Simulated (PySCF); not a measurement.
Static polarisabilities and like-pair C6 coefficients by linear response at PBE0/def2-SVPD (PySCF, frozen core in the response, non-relativistic, gas phase), PBE0-D3(BJ)/def2-SVP geometries, one conformer each; atomic units unless stated.

| label | species | α | C6 |
| --- | --- | --- | --- |
| P | `CC(=O)c1ccc(F)cc1` | 96.6 | 3595 |
| Q | `O=C[C@]12CC[C@H](CC1)O2` | 82.1 | 3112 |
| R | `CC(=O)O[C@@H]1CC12CC2` | 85.7 | 3282 |
| S | `O=C(CC(=C)C)OC=C` | 95.7 | 3647 |
| T | `C=C1CC[C@@H](OC=O)C1` | 89.1 | 3402 |

Q: Estimate the unlike-pair coefficients by the rule C6(AB) = 2·C6(AA)·C6(BB) / [C6(AA)·αB/αA + C6(BB)·αA/αB], and compare with the geometric mean, for PQ, PR, PS, QS, QT, RS, RT and ST.

A: 
| pair | combination rule | geometric mean | ratio |
| --- | --- | --- | --- |
| PQ | 3331 | 3345 | 0.996 |
| PR | 3426 | 3435 | 0.997 |
| PS | 3620 | 3621 | 1.000 |
| QS | 3360 | 3369 | 0.997 |
| QT | 3252 | 3254 | 0.999 |
| RS | 3454 | 3460 | 0.998 |
| RT | 3341 | 3342 | 1.000 |
| ST | 3520 | 3523 | 0.999 |

The rule is exact for one-pole polarisabilities and never exceeds the geometric mean; the two meet where both partners have the same effective excitation energy. These unlike-pair values are estimates, not computed integrals.
